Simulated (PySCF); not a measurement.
Molfile (atoms numbered from 1):
```
C3H8O3Si
     RDKit          3D

 15 14  0  0  0  0  0  0  0  0999 V2000
    1.6634   -1.5909    1.2551 C   0  0  0  0  0  0  0  0  0  0  0  0
    1.2243   -0.2790    1.0374 O   0  0  0  0  0  0  0  0  0  0  0  0
    0.4436    0.3370   -0.2275 Si  0  0  0  0  0  4  0  0  0  0  0  0
    0.1648    2.1553    0.3020 C   0  0  0  0  0  0  0  0  0  0  0  0
   -0.5926    2.8811   -0.2962 O   0  0  0  0  0  0  0  0  0  0  0  0
   -0.9766   -0.4281   -0.3872 O   0  0  0  0  0  0  0  0  0  0  0  0
   -2.0767   -0.0859   -1.1900 C   0  0  0  0  0  0  0  0  0  0  0  0
    2.1083   -1.6341    2.2493 H   0  0  0  0  0  0  0  0  0  0  0  0
    2.4110   -1.8686    0.5099 H   0  0  0  0  0  0  0  0  0  0  0  0
    0.8301   -2.2919    1.1964 H   0  0  0  0  0  0  0  0  0  0  0  0
    1.2048    0.2759   -1.4776 H   0  0  0  0  0  0  0  0  0  0  0  0
    0.6918    2.5498    1.1953 H   0  0  0  0  0  0  0  0  0  0  0  0
   -2.9386   -0.6476   -0.8288 H   0  0  0  0  0  0  0  0  0  0  0  0
   -2.2825    0.9834   -1.1288 H   0  0  0  0  0  0  0  0  0  0  0  0
   -1.8794   -0.3486   -2.2312 H   0  0  0  0  0  0  0  0  0  0  0  0
  1  2  1  0
  2  3  1  0
  3  4  1  0
  4  5  2  0
  3  6  1  0
  6  7  1  0
  1  8  1  0
  1  9  1  0
  1 10  1  0
  3 11  1  0
  4 12  1  0
  7 13  1  0
  7 14  1  0
  7 15  1  0
M  END
```

One computed conformer, no solvent model, rapidly exchanging positions averaged, non-relativistic Hamiltonian. GFN2-xTB geometry; GIAO PBE0/pcSseg-1 shieldings; PySCF 2.14.0 with density-fitted response routines.

List the cross peaks expected in HSQC, COSY and HMBC spectra.

Answers



HSQC (one-bond C–H):
| δH | δC |
| --- | --- |
| 11.92 (H12) | 252.9 (C4) |
| 3.97 (H8/H9/H10/H13/H14/H15) | 52.7 (C1/C7) |

COSY cross peaks (H two or three bonds apart, from the bond graph; peaks can be absent where the dihedral angle is near 90°):
| δH | δH |
| --- | --- |
| 11.92 (H12) | 4.42 (H11) |

HMBC (two and three bonds, from the bond graph):
| δH | δC |
| --- | --- |
| 4.42 (H11) | 252.9 (C4), 52.7 (C1/C7) |

δ = σ(ref) − σ, references computed at the same level: TMS for ¹H and ¹³C.

Shifts are as computed. Against solution values, carbons near 30 ppm lie about +3 ppm off and those near 130 ppm about +5 ppm. Of 1211 compounds with measured shifts, 218 miss one by over three times the rms of a fit or turn the order of signals round; such compounds aren't used in these exercises.
